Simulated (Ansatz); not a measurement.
Two structures of BSi₄H₁₀Cl₂OF, singlet, reached by relaxing down either side of one saddle point (PBE0-D4/def2-TZVP). Energies are electronic, without zero-point energy. Computed with Ansatz 0.2.0 (basis: def2-TZVPP and def2-QZVPP); correlated methods freeze the cores. Extrapolation: Hartree–Fock as exp(−7.88 √X), correlation as X^−2.97. First:

```csv
atom,x (Å),y (Å),z (Å)
B1,-0.2812,0.9061,2.3108
Cl2,-1.3973,2.1531,1.6748
Cl3,-0.0495,0.8302,4.0383
O4,0.3507,0.0862,1.4908
Si5,0.4442,-0.1591,-0.1822
Si6,2.3001,-1.5489,-0.5002
Si7,0.8104,1.8816,-1.2882
Si8,-1.4842,-1.1813,-1.0351
H9,-2.9335,0.3735,1.7965
F10,-2.9877,-0.5497,1.8628
H11,2.1274,-2.8352,0.2247
H12,2.4225,-1.8189,-1.9579
H13,3.5403,-0.8804,-0.0236
H14,1.6623,2.7615,-0.4430
H15,-0.4574,2.5862,-1.6098
H16,1.5299,1.5860,-2.5574
H17,-2.6478,-0.2595,-1.0193
H18,-1.8064,-2.4452,-0.3280
H19,-1.1428,-1.4860,-2.4539
```

Second:

```csv
atom,x (Å),y (Å),z (Å)
B1,-0.5333,-0.0056,2.4356
Cl2,-2.5033,2.4161,1.2130
Cl3,-0.2525,0.5404,4.0771
O4,0.3813,0.1691,1.4860
Si5,0.4858,-0.1366,-0.1670
Si6,2.2947,-1.5921,-0.4836
Si7,0.9161,1.8872,-1.2643
Si8,-1.4497,-1.1447,-1.0291
H9,-3.1969,1.3916,1.5438
F10,-1.6892,-0.6249,2.1865
H11,2.0755,-2.8609,0.2619
H12,2.3988,-1.8954,-1.9367
H13,3.5655,-0.9715,-0.0241
H14,2.1233,2.5373,-0.6887
H15,-0.2363,2.8207,-1.1758
H16,1.1741,1.5668,-2.6950
H17,-2.6532,-0.2939,-0.8392
H18,-1.6836,-2.4765,-0.4114
H19,-1.2170,-1.3268,-2.4888
```

(1) Which bonds change from the first to the second?

(2) Give the saddle point's structure and its height above each. (An estimate is asked for; the value comes from the calculation.)

The T1 diagnostic stays at or below 0.014.

Results:

(1) BSi₄H₉Cl₂O ([SiH3][Si]([SiH3])([SiH3])[O][B]([Cl])[Cl]) + HF → BSi₄H₉ClOF ([F][B]([Cl])[O][Si]([SiH3])([SiH3])[SiH3]) + HCl; bonds formed: B1–F10, Cl2–H9; bonds broken: B1–Cl2, H9–F10.

(2) The calculation gives: 94.5 kJ/mol above the first and 145.5 kJ/mol above the second (CCSD(T) at an estimated basis limit (MP2 extrapolated from triple and quadruple zeta, plus CCSD(T) − MP2 in triple zeta)).
B1  (-0.706, 0.491, 2.322)
Cl2  (-1.301, 2.416, 1.737)
Cl3  (-0.438, 0.435, 4.061)
O4  (0.154, -0.051, 1.463)
Si5  (0.371, -0.236, -0.188)
Si6  (2.323, -1.495, -0.469)
Si7  (0.648, 1.837, -1.257)
Si8  (-1.450, -1.365, -1.141)
H9  (-2.302, 1.186, 1.753)
F10  (-2.208, 0.096, 2.003)
H11  (2.217, -2.804, 0.228)
H12  (2.502, -1.733, -1.927)
H13  (3.506, -0.758, 0.050)
H14  (1.493, 2.741, -0.432)
H15  (-0.648, 2.499, -1.558)
H16  (1.348, 1.561, -2.543)
H17  (-2.698, -0.561, -1.024)
H18  (-1.664, -2.687, -0.494)
H19  (-1.147, -1.572, -2.584)
(Å)

Labels in which every atom is bracketed show which atoms are joined, not bond orders.

For scale, one of the runs: CCSD(T)/def2-TZVPP, 485 basis functions, launched by `ansatz run in.yaml --threads 4 --pin off --events-out ev --progress --plain --max-ram 46080MiB --backend cuda --devices 0, --max-vram 37GiB`. Time: 30 s of wall clock on 4 CPU threads of an AMD EPYC 7R13 and a share of one NVIDIA H100; the host was shared. Peak host memory: 1.1 GiB.
